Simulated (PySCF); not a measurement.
## UHF on C (carbon, neutral)

Configuration: [He] 2s1 2p2 3s1, high-spin 5P determinant (an excited configuration). All numbers are calculated (PySCF 2.14, the spin-free X2C one-electron Hamiltonian (Gaussian nucleus), in aug-cc-pVQZ-DK (6s5p4d3f2g, 80 functions)).

- Total energy: -37.302972 hartree
- One-electron energy: -48.6382 hartree
- Hartree (Coulomb) energy: 16.3638 hartree
- Exchange energy: -5.0285 hartree
- ⟨S²⟩: 6.0000
- ⟨L²⟩: 2.016
- Sum of ⟨r⟩: 9.886 bohr
- Sum of ⟨r²⟩: 35.06 bohr²
- Traceless quadrupole moment −½Σ⟨3z² − r²⟩ along its main axis: 0.433 e·bohr²
- Langevin diamagnetic susceptibility: -27.8 ×10⁻⁶ cm³/mol

| shell | electrons | mean orbital energy (hartree) | rms radius, mean of both spins (bohr) |
| --- | --- | --- | --- |
| 1s α | 1 | -11.68653 | 0.312 |
| 1s β | 1 | -11.56329 | 0.312 |
| 2s α | 1 | -1.13164 | 1.56 |
| 2p α | 2 | -0.73010 | 1.65 |
| 3s α | 1 | -0.12611 | 5.20 |

The outer electron is Rydberg-like, and this basis confines it to a smaller radius and binds it less than a complete one would.

Spin-orbit constants ζ (cm⁻¹) from the X2C one-electron operator on these orbitals: bare nucleus, nucleus screened by l(l+1)(2l+1)/3 electrons, and screened by the Breit-Pauli mean field of the electrons.

```tsv
shell	bare	screened nucleus	mean field
2p	75.29	50.19	40.62
```

To first order the Landé constant is A = 10.16 cm⁻¹, so the lowest level has J = 1 and lies 0.00378 eV below the centre of the term. This holds in LS coupling only.
